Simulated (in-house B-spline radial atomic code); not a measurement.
Os⁵⁺: [Xe] 4f14 5d3

Computed with a radial B-spline atomic code at the basis-set limit: Dirac-Kohn-Sham PBE, spherical fractional occupations, Fermi nucleus of rms radius 5.4126 fm.

Screening seen three ways: the hydrogenic charge with the same mean radius, Z_r = [3n² - l(l+1)]/(2<r>), the one with the same energy, Z_e = n√(-2ε), and Slater's rules. Values are occupation-weighted means over j. An effective charge above Z reflects the relativistic contraction of the inner shells.

```tsv
shell	electrons	ε (eV)	<r> (bohr)	Z_r	Z_e	Slater
1s	2	-73798	0.01774	84.56	73.65	75.70
2s	2	-12896	0.07427	80.79	61.57	71.85
2p	6	-11332	0.06676	74.89	57.72	71.85
3s	2	-3048.9	0.1934	69.81	44.91	64.75
3p	6	-2582.5	0.1935	64.59	41.33	64.75
3d	10	-2018.4	0.1762	59.59	36.54	54.85
4s	2	-692.68	0.4317	55.59	28.54	48.25
4p	6	-537.94	0.458	50.21	25.15	48.25
4d	10	-334.73	0.4891	42.93	19.84	36.85
5s	2	-152.62	0.9957	37.66	16.75	18.35
4f	14	-114.18	0.5543	32.48	11.59	25.45
5p	6	-111.85	1.134	32.18	14.34	18.35
5d	3	-62.212	1.479	23.32	10.69	7.30
```

The least bound orbital is 5d5/2 at -61.59 eV, and it is also the most diffuse (<r> = 1.493 bohr).

Spin-orbit splittings of the orbital energies (j = l + 1/2 above j = l - 1/2 when positive): 2p 1531 eV, 3p 333.9 eV, 3d 72.34 eV, 4p 78.43 eV, 4d 14.53 eV, 4f 2.818 eV, 5p 12.91 eV, 5d 1.545 eV.

For the 1s electron the small component carries 8.26 % of the norm, the zero-frequency Breit interaction raises the level by 266.1 eV, self-energy by 167.8 eV, and vacuum polarisation lowers it by 32.71 eV.
